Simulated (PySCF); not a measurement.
Correlation energy of Nd⁺ (neodymium, charge +1)

[Xe] 4f3 5d1 6s1, one real determinant (an excited configuration). Computed with PySCF 2.14 in cc-pVDZ-X2C, with scalar relativity by spin-free X2C-1e. Frozen: [Kr] 4d10; 13 electrons correlated.

```json
{"level": "CCSD", "correlation energy (mhartree)": "-302.64"}
{"level": "(T)", "correlation energy (mhartree)": "-12.68"}
{"level": "CCSD(T)", "correlation energy (mhartree)": "-315.32"}
```

Diagnostics: T1 = 0.0100, D1 = 0.0348, largest double amplitude 0.175.

**Question.** Is a single reference adequate?

**Answer.** Not fully. The real determinant used has ⟨L²⟩ near 40 against 72 for a pure L term, so it mixes terms. Spin-orbit coupling, absent here, splits the open shell strongly. A double-excitation amplitude exceeds 0.15, a sign of near-degeneracy.

The reference is one real determinant that mixes LS terms of this configuration.
